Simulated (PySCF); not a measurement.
## Multinuclear NMR of C$_{6}$H$_{8}$N$_{2}$

Atom-mapped SMILES (the numbers label the heavy atoms): `[CH3:1][NH:2][c:3]1[cH:4][cH:5][n:6][cH:7][cH:8]1` (H(Xn): hydrogen on atom n).

PySCF calculation with GFN2-xTB structure and GIAO PBE0/pcSseg-1 shieldings; one computed conformer, no solvent, fast rotation and ring inversion assumed for equivalent nuclei, relativity neglected.

Q: What are the 15N shifts?

A: 
```json
{"atoms": "N6", "environment": "pyridine-type ring nitrogen", "σ (ppm)": "-56.4", "δ (ppm)": "-96.1"}
{"atoms": "N2", "environment": "aniline-type nitrogen", "σ (ppm)": "186.9", "δ (ppm)": "-320.3"}
```

Shieldings were converted by a linear fit to measured shifts: 15N (scatter 6.3 ppm rms vs CH3NO2, solution or neat liquid). Occasional misses reach two or three times the rms, and more in compound classes unlike the fitted ones.

On a 400 MHz spectrometer 15N resonates near 40.5 MHz, so 1 ppm is 40.5 Hz.
